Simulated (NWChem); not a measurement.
Isomers of C₅H₅FSi, each optimised at B3LYP/6-31G* with NWChem, gas phase unless a solvent is named. Flexible species stand in one conformer each, which need not be the lowest. Pople sets run with spherical d functions. Relative energies count from the lowest isomer at each level and are electronic, without zero-point energy, on those geometries.

A: C#CC([SiH3])=C=CF
B: C#C[SiH2][C@H](F)C#C
C: C#C[Si](C)(F)C#C

Task: Which isomer is lowest, and do the levels agree? Levels: B3LYP/6-31G*; PBE/def2-SVP; B3LYP/def2-SVP; PW6B95/def2-SVP; LDA (Slater exchange, VWN5)/def2-SVP; M06-2X/def2-SVP; r2SCAN/def2-SVP.

Result: All put C lowest.
| quantity | A | B | C |
|---|---|---|---|
| relative energy, B3LYP/6-31G* (kcal/mol) | 72.0 | 72.5 | 0.0 |
| relative energy, PBE/def2-SVP (kcal/mol) | 60.0 | 64.8 | 0.0 |
| relative energy, B3LYP/def2-SVP (kcal/mol) | 66.0 | 67.4 | 0.0 |
| relative energy, PW6B95/def2-SVP (kcal/mol) | 67.2 | 68.6 | 0.0 |
| relative energy, LDA (Slater exchange, VWN5)/def2-SVP (kcal/mol) | 56.2 | 63.8 | 0.0 |
| relative energy, M06-2X/def2-SVP (kcal/mol) | 70.6 | 68.7 | 0.0 |
| relative energy, r2SCAN/def2-SVP (kcal/mol) | 67.5 | 68.7 | 0.0 |
